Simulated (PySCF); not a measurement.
Method: PySCF, PBE0, basis Ru x2c-TZVPall, H x2c-TZVPall (spin-free X2C, no spin–orbit coupling, density fitting). Open shells, if any, are unrestricted.

Task: What spin state, shape and geometry does isolated RuH₄ take (every ligand bound to Ru)?

Result: Formally Ru is in oxidation state +4, d4, with 0 unpaired electrons (the high-spin count would be 4). The polar-tensor charge on Ru, 0.33, is far below the formal one. The lowest minimum found is a singlet of C4v symmetry with Ru–H 1.534 Å (×4); H–Ru–H 67.2° (×4), H–Ru–H 103.0° (×2). Its harmonic wavenumbers are 547 (e), 795 (b1), 889 (b2), 961 (a1), 2261 (b1), 2279 (e), 2299 (a1) cm⁻¹ and its dipole moment is 2.92 D.

Stability towards spin polarisation was not tested. This need not be the most stable arrangement of these atoms.
